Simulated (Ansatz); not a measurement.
# Counterpoise correction, worked out

The pair of H₂ (SMILES [H][H], atoms 1–2) and H₂Te (SMILES [TeH2], atoms 3–5), both closed shells, in one local arrangement (a lower one may exist), relaxed at PBE0-D4/def2-TZVP:

```xyz
5
angstrom
H 0.0835 -0.3803 -2.5918
H -0.1212 -0.1841 -1.9001
Te -0.6770 0.5488 1.4858
H 0.8993 1.0396 1.3615
H -0.1847 -1.0240 1.6446
```

Program: Ansatz 0.2.0. Basis: def2-TZVPPD. Cores are frozen in the correlated methods. Filled d shells of the heavier atoms are correlated. Core potentials replace the inner electrons of the atoms past krypton. The def2 sets are not built for correlating such inner shells, so the correlated values are less sure here.

CCSD(T) total energies in eV:

| system | geometry | basis functions | energy |
| --- | --- | --- | --- |
| pair | pair | all | -7341.78651 |
| H₂ | as in the pair | all (partner as ghosts) | -31.90461 |
| H₂Te | as in the pair | all (partner as ghosts) | -7309.87464 |
| H₂ | as in the pair | its own | -31.90413 |
| H₂Te | as in the pair | its own | -7309.86391 |
| H₂ | free (PBE0-D4 minimum) | its own | -31.90433 |
| H₂Te | free (PBE0-D4 minimum) | its own | -7309.86391 |

Task: Work out the interaction energy with and without the counterpoise correction, the superposition error, and the binding energy from the relaxed fragments.

Result: Without correction: -7341.78651 − (-31.90413) − (-7309.86391) = -0.01847 eV.
With correction (each fragment in the whole basis): -7341.78651 − (-31.90461) − (-7309.87464) = -0.00726 eV = -0.17 kcal/mol.
The superposition error is the difference, 0.01121 eV: each fragment borrows its partner's functions.
Deformation from the free shapes: 0.00020 eV for H₂ and 0.00000 eV for H₂Te.
Binding energy from relaxed fragments: -0.00726 + 0.00020 + 0.00000 = -0.00706 eV = -0.16 kcal/mol (electronic, without zero-point energy; negative means bound). For comparison, the corrected interaction energy by CCSD(T) at an estimated basis limit (MP2 extrapolated from triple and quadruple zeta, plus CCSD(T) − MP2 in triple zeta) is -0.012 eV; triple zeta with the correction binds less.

The T1 diagnostic stays at or below 0.011.

For scale, one of the runs: CCSD(T)/def2-TZVPPD, 127 basis functions, launched by `ansatz run in.yaml --threads 2 --pin off --events-out ev --progress --plain --max-ram 5222MiB`. Time: 9.5 s of wall clock on 2 CPU threads of an Arm Neoverse V2; the host was shared. Peak host memory: 0.66 GiB.
